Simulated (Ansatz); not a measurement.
Compare A (`CBBC`) with its isomer B (`BCBC`).

Computed with Ansatz on PBE0-D4/def2-TZVP structures; ΔE is electronic, products minus reactants. CBS: MP2 limit from def2 TZ/QZ plus the TZ coupled-cluster correction, frozen cores. DFT in def2-TZVPP. B3LYP here is the variant with VWN-RPA as its local correlation; programs differ in this. Each species was taken in one conformer, which may not be the lowest.

Problem. Which is lower in electronic energy at CCSD(T)/CBS, and by how much? (An estimate is asked.)

Solution. Computed: B, by 7.7 kcal/mol.

Problem. Give E(B) − E(A) in kcal/mol with MP2/def2-TZVPP, B3LYP-D4, ωB97M-V, B2PLYP, CCSD(T)/def2-TZVPP, LDA (SPW92), r2SCAN-D4. (An estimate is asked.)

Solution. Ansatz gave: MP2/def2-TZVPP -9.3, B3LYP-D4 -6.4, ωB97M-V -7.9, B2PLYP -7.1, CCSD(T)/def2-TZVPP -7.9, LDA (SPW92) -6.3, r2SCAN-D4 -6.4. None reverses the order clearly.

Problem. Does the order hold for the free energy at 298.15 K (harmonic terms from PBE0-D4)? (Best estimate.)

Solution. The calculation gave: Yes: G(B) − G(A) = -8.0 kcal/mol, for one conformer each.

Largest T1 diagnostic: 0.011.

In def2-TZVPP, CCSD(T) changes the Hartree–Fock value by −0.8 kcal/mol (the triples alone add −0.3 kcal/mol) and MP2 by −2.2 kcal/mol. From PBE to PBE0 (25 % exact exchange), in def2-TZVPP and without D4, E(B) − E(A) moves by −0.8 kcal/mol.
